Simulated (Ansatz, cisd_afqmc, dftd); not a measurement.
Species: CBr2F2, charge 0, singlet. CBr2F2 (SMILES FC(F)(Br)Br).
B3LYP-D3(BJ)/def2-TZVP minimum from Ansatz (an electronic-structure program):
```
C
F 1 1.3321
F 1 1.3321 2 108.09
Br 1 1.9533 2 109.16 3 118.63
Br 1 1.9533 2 109.16 3 -118.63
```

Quantity: atomisation energy (electronic, to ground-state atoms), in kJ/mol. Radicals and triplets start from unrestricted determinants; spin-orbit coupling is neglected. Cores are frozen in correlated methods (noble-gas shells, and filled d and f shells in the p block). No relativity. AFQMC is phaseless with a CISD trial state; ± is one standard error, without the phaseless bias. Outlying blocks are dropped, and bars are widened where a walk drifts. Over all cases where full CI ran beside it in this data, AFQMC minus full CI had a median of +0.1 mEh and passed +0.4 mEh in a tenth of the cases. CBS(X,Y): correlation extrapolated as X^-3, Hartree-Fock from the larger set. A bracket is a step between two methods taken in the basis named. Double hybrids freeze cores in their MP2 part. Spin-orbit terms, left out, reach several kcal/mol for Br and I, and more for heavier atoms.

```tsv
level	program	atomisation energy (kJ/mol)	difference against the last row
B3LYP/def2-TZVPD	Ansatz	1477.9	-42.9
PBE0-D3(BJ)/def2-TZVPD	Ansatz + dftd3	1547.0	26.2
CAM-B3LYP-D3(BJ)/def2-TZVPD	Ansatz + dftd3	1510.6	-10.2
B2GP-PLYP-D4/def2-TZVPD	Ansatz + dftd4	1491.5	-29.3
CCSD/cc-pVTZ	Ansatz	1396.5	-124.3
CCSD/cc-pVQZ	Ansatz	1430.7	-90.1
CCSD(T)/cc-pVDZ	Ansatz	1333.6	-187.2
AFQMC/CISD/cc-pVTZ	cisd_afqmc	1456.4 ± 1.1	-64.4
CCSD(T)/CBS(cc-pVTZ,cc-pVQZ) + [AFQMC/CISD - CCSD(T)]/cc-pVTZ	Ansatz + cisd_afqmc	1521.6 ± 1.1	0.8
CCSD(T)/CBS(cc-pVTZ,cc-pVQZ) + [CCSDT(Q) - CCSD(T)]/cc-pVDZ	Ansatz	1520.8	0.0
```
